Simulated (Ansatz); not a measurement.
Correcting a cheap level on molecular compounds of Ge

The vertical ionisation energy (cation less neutral) in eV of 8 molecular compounds of Ge: x at wB97M-V/def2-TZVPP, y at CCSD(T)/def2-TZVPP. Shapes, held fixed at every level: PBE0-D4/def2-TZVP. Flexible molecules stand in one conformer, not always the lowest. Programs: Ansatz 0.2.0.

| molecule | x (eV) | y (eV) |
| --- | --- | --- |
| C2H8GeSe (SMILES [CH3][GeH2][Se]C) | 8.40 | 8.43 |
| C3H9ClGeOSe (SMILES C[O][Ge]([CH3])([Cl])[Se]C) | 8.76 | 8.77 |
| C3H8Cl3GeN (SMILES CC(C)[NH][Ge]([Cl])([Cl])[Cl]) | 9.54 | 9.53 |
| GeH3I (SMILES [GeH3][I]) | 9.77 | ? |
| C3H10Ge (SMILES C[CH](C)[GeH3]) | 10.01 | 10.13 |
| C2H6F2GeO2 (SMILES C[O][Ge]([F])([F])[O]C) | 11.21 | 11.39 |
| GeH3(CH3) (methyl germane) | 11.31 | 11.36 |
| GeH3Cl (chlorogermane) | 11.36 | 11.37 |

Q: Fit y = c + s·x to the known rows and predict y for GeH3I.

A: 
1. Means of the 7 rows: x = 10.0843, y = 10.140.
2. Σ(Δx)² = 9.2894, Σ(Δx·Δy) = 9.4988, so the slope is 9.4988/9.2894 = 1.0225.
3. Intercept: 10.140 − (1.0225) × 10.0843 = -0.171. The largest residual of the fit is 0.099.
4. GeH3I: -0.171 + 1.0225 × 9.77 = 9.82 eV.

CCSD(T)/def2-TZVPP gives 9.79 eV, so the prediction is off by +0.03 eV, within the largest residual. Uncorrected, wB97M-V/def2-TZVPP misses GeH3I by -0.02 eV, and the other rows by 0.06 on average. The line makes this one worse. Left out in turn, the other rows are missed by 0.07 eV on average, worse than no correction. Cations run unrestricted. For atoms past krypton def2 sets carry core potentials with scalar relativity. Relativity is left out for Ge, Se. Outer-core shells of Ge, I, Se are correlated, in sets that cover them unevenly.
